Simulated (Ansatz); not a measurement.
`[SiH3][SiH2][TeH]` + `BNC` → `BN(C)[SiH2][SiH3]` + H₂Te at 298.15 K and 1 bar (ligand exchange at the Si–Te bond).

Computed with Ansatz on PBE0-D4/def2-TZVP structures; ΔE is electronic, products minus reactants. CCSD(T)/CBS adds triple-zeta CCSD(T) − MP2 to the extrapolated MP2 energy (def2 sets, frozen cores). Elements past krypton have def2 core potentials. For Te outer-core shells are correlated without core-valence functions, which leaves a few kJ/mol of doubt a bond. One conformer a species, not always the lowest.

```csv
species,CCSD(T)/CBS energy (Eh),H − E (kJ/mol),S (J/(mol·K))
`[SiH3][SiH2][TeH]`,-849.49595,148.7,367.4
`BNC`,-121.18426,215.2,268.0
`BN(C)[SiH2][SiH3]`,-701.75815,310.8,376.3
H₂Te,-268.91024,41.3,228.4
```

H − E and S are ideal-gas, rigid-rotor, harmonic terms from PBE0-D4/def2-TZVP, for one conformer and one mirror image of each species. 1 Eh = 2625.50 kJ/mol, R = 8.31446 J/(mol·K).

By hand: ΔE, ΔH, ΔS and ΔG.

ΔE = (-701.75815) + (-268.91024) − (-849.49595) − (-121.18426) = 0.01182 Eh = 31.0 kJ/mol. Δ(H − E) = 310.8 + 41.3 − 148.7 − 215.2 = -11.8, so ΔH = 19.2 kJ/mol. ΔS = 376.3 + 228.4 − 367.4 − 268.0 = -30.7 J/(mol·K). ΔG = 19.2 − 298.15 × (-30.7)/1000 = 28.4 kJ/mol.

By hand: the equilibrium constant, and the temperature at which ΔG would vanish if ΔH and ΔS stayed fixed.

log₁₀ K = −ΔG/(RT ln 10) = -5.0. ΔH and −TΔS have one sign here, so there is no such temperature.

TΔS isn't small against ΔH here. A doubt of 5 kJ/mol in ΔE shifts log₁₀ K by 0.9 here. Other conformers and mirror images would add mixing entropy, several J/(mol·K) or more a flexible species. Modes under 60 cm⁻¹, often nearly free rotors, make the harmonic entropy too high. These are equilibria of isolated gas molecules and say nothing of rates. Largest T1 diagnostic: 0.013 (customary marks: 0.02 for closed shells, 0.045 for open ones).
